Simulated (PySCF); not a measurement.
## Finite-field polarisability of Cs (caesium, neutral)

[Xe] 6s1, 2S determinant. All numbers are calculated (PySCF 2.14, a scalar-relativistic core potential, in def2-TZVPPD with the def2 core potential (46 electrons)). Frozen: nothing. Energy changes in a uniform field (μhartree):

```csv
axis,F (au),HF,MP2,CCSD,CCSD(T)
x,0.00056,-100.518,-53.708,-70.157,-67.092
x,0.00112,-402.469,-216.148,-281.119,-268.917
```

Task: Derive α along x at CCSD(T) from the two fields.

Result: With ΔE = −αF²/2 − γF⁴/24, α = −(16 ΔE(F) − ΔE(2F))/(6F²) = 427.6 bohr³.

Task: And the mean polarisability at each level?

Result: HF 640.9, MP2 341.8, CCSD 447.2, CCSD(T) 427.6 bohr³. Reference: 400.9 ± 0.7 bohr³ (recommended; Schwerdtfeger and Nagle, table of static dipole polarizabilities (2023 update)).

CCSD(T) lies more than 5 % above the reference; correlation of the frozen inner shells, absent here, would lower it, and spin-orbit coupling is absent too.
